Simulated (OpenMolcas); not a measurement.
Ir6+ among 6 point charges of -1 e arranged as a trigonal antiprism (D3d), with a polar angle of 55.8° against the regular 54.74°.

| Quantity | Value |
| --- | --- |
| Program | OpenMolcas |
| Method | CASSCF |
| Basis | ANO-RCC-VTZP [8s7p5d3f1g] |
| Scalar Hamiltonian | DKH2, point nucleus |
| Active space | 3 electrons in 5 orbitals (5d) |
| State averaging | 2S+1 = 4 even, 10 roots; 2S+1 = 2 even, 40 roots |
| Spin-orbit coupling | state interaction with AMFI integrals over the reference wave functions |

All point charges move together. At R = 1.86 Å the first state of the same spin is 4900 cm-1, and at R = 1.98 Å it is 3591 cm-1.

A third run gives 2805 cm-1. What distance was it run at?

With a power law R^-n the two known points give n = -ln(3591 / 4900) / ln(1.98 / 1.86) = 4.97. Then R = 1.86 × (4900 / 2805)^(1/4.97) = 2.081 Å. The run was at 2.08 Å, so the estimate is off by +0.001 Å.

Without dynamic correlation the repulsion within the d shell is too large (B by tens of per cent), so at a given field states of lower spin stand too high. Spin-orbit coupling mixes the spin-free states strongly: the lowest level takes only 32 % from its leading state, 4A2 (figures for R = 1.86; the like holds for R = 1.98, R = 2.08). Point charges carry no covalency, so the field is a model and not that of real ligands. No measured value stands beside these numbers.
